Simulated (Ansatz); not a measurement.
Mulliken charges of FGe2H5S, SMILES `[F][GeH2][S][GeH3]` from r2SCAN/def2-TZVPP in Ansatz (PBE0-D4/def2-TZVP geometry).

```tsv
atom	x (Å)	y (Å)	z (Å)	charge (e)
F1	1.001	1.676	-1.149	-0.382
Ge2	-0.626	1.048	-1.141	0.560
S3	-0.522	-1.128	-0.881	-0.410
Ge4	0.534	-1.169	1.088	0.223
H5	-1.300	1.748	0.047	-0.010
H6	-1.235	1.353	-2.513	0.001
H7	0.032	0.008	1.939	0.005
H8	2.047	-1.072	0.868	0.010
H9	0.157	-2.511	1.726	0.004
```

By hand: the dipole of these point charges (1 e Å = 4.8032 D).

Σ q r = (-0.367, 0.112, 0.426) e Å, of length 0.573 e Å = 2.75 D.

How does the dipole of the full density compare? (Estimate.)

The calculation gave: (-0.244, -0.040, 0.226) e Å, 1.61 D; the point charges give 1.71 times that, at 19° from its direction.

Point charges leave out the atoms' own dipoles, such as those of lone pairs, and Mulliken's split depends on the basis, so the two needn't agree.
